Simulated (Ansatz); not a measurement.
`C[O][Sn]([OH])([F])[Cl]` and `[CH3][Sn]([OH])([F])[Cl]` differ in one atom or group.

Ansatz, PBE0-D4/def2-TZVP geometries, multiplicity 1. Each molecule was computed in one conformer, which needn't be the lowest.

Elements past krypton have def2 core potentials.

| property | `C[O][Sn]([OH])([F])[Cl]` |
| --- | --- |
| LUMO energy (ωB97M-V/def2-TZVPP) / eV | -0.27 |
| size of the dipole moment (ωB97M-V/def2-TZVPP) / D | 2.41 |
| LUMO energy (B3LYP/def2-TZVPP) / eV | -2.68 |
| HOMO energy (PBE/def2-TZVPP) / eV | -7.06 |
| LUMO energy (PBE/def2-TZVPP) / eV | -3.30 |
| HOMO energy (ωB97M-V/def2-TZVPP) / eV | -11.13 |

(1) Give the same properties after the change, and the shifts. (Best estimate.)

Results:

(1) Computed: 
```csv
property,`[CH3][Sn]([OH])([F])[Cl]`,shift
LUMO energy (ωB97M-V/def2-TZVPP) / eV,0.53,0.80
size of the dipole moment (ωB97M-V/def2-TZVPP) / D,2.54,0.13
LUMO energy (B3LYP/def2-TZVPP) / eV,-1.79,0.89
HOMO energy (PBE/def2-TZVPP) / eV,-7.52,-0.46
LUMO energy (PBE/def2-TZVPP) / eV,-2.41,0.89
HOMO energy (ωB97M-V/def2-TZVPP) / eV,-11.43,-0.30
```

With PBE0 the HOMO falls by 0.44 eV and the LUMO rises by 0.89 eV, so the gap widens by about 1.33 eV. PBE moves the HOMO by -0.46 eV and ωB97M-V by -0.30 eV. Dipoles are sizes alone; their direction can turn.

B3LYP here is the variant with VWN-RPA as its local correlation; programs differ in this.
